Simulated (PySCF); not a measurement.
Choosing a molecule for a target property.

Each SMILES stands for a single optimised conformer of the isolated species, non-relativistic unless stated. Electronic properties by PySCF.

Dipoles, sizes and rotational constants follow the conformer. The torsions of the flexible species, by atom-mapped SMILES:
- `[CH:1]#[C:2][C@@H:3]1[SiH2:4][CH2:5][Si@@H:6]1[CH2:7][Cl:8]`: C5–Si6–C7–Cl8 65°
- `[Cl:1][CH2:2][SiH:3]1[CH:4]=[CH:5][SiH2:6][CH:7]=[CH:8]1`: Cl1–C2–Si3–C4 60°
- `[PH3+:1][BH2-:2][C:3]([Cl:4])([Cl:5])[Cl:6]`: P1–B2–C3–Cl4 -58°

The conformers of `C#C[Si@]1(Cl)CCC[SiH2]1` aren't listed.

**Question.** Wanted: static isotropic polarisability between 110 au and 120 au (CAM-B3LYP/def2-SVPD) and dipole moment above 1 D (CAM-B3LYP/def2-SVPD), at PBE0-D3(BJ)/def2-SVP geometries. Which candidate meets both?
A. `[PH3+][BH2-]C(Cl)(Cl)Cl`
B. `C#C[C@@H]1[SiH2]C[Si@@H]1CCl`
C. `ClC[SiH]1C=C[SiH2]C=C1`
D. `C1[SiH2]C[SiH2]1`

**Answer.** C. Computed values:
```csv
species,static isotropic polarisability,dipole moment
C1[SiH2]C[SiH2]1,75.8 au,0.00 D
[PH3+][BH2-]C(Cl)(Cl)Cl,96.9 au,5.45 D
ClC[SiH]1C=C[SiH2]C=C1,119.6 au,1.65 D
C#C[C@@H]1[SiH2]C[Si@@H]1CCl,121.3 au,1.35 D
```

**Question.** Wanted: lowest triplet excitation (Tamm–Dancoff) below 5 eV (TDA CAM-B3LYP/def2-SVPD) and HOMO energy above -9.3 eV (CAM-B3LYP/def2-SVPD), at PBE0-D3(BJ)/def2-SVP geometries. Which candidate meets both?
A. `C1[SiH2]C[SiH2]1`
B. `[PH3+][BH2-]C(Cl)(Cl)Cl`
C. `C#C[Si@]1(Cl)CCC[SiH2]1`
D. `C(Cl)[Si@H]1C[SiH2][C@H]1C#C`

**Answer.** C. Computed values:
```
                     species  lowest triplet excitation (Tamm–Dancoff)  HOMO energy
     C#C[Si@]1(Cl)CCC[SiH2]1                                   4.75 eV     -8.57 eV
C(Cl)[Si@H]1C[SiH2][C@H]1C#C                                   5.15 eV     -8.31 eV
     [PH3+][BH2-]C(Cl)(Cl)Cl                                   5.84 eV     -9.69 eV
            C1[SiH2]C[SiH2]1                                   6.28 eV     -8.98 eV
```
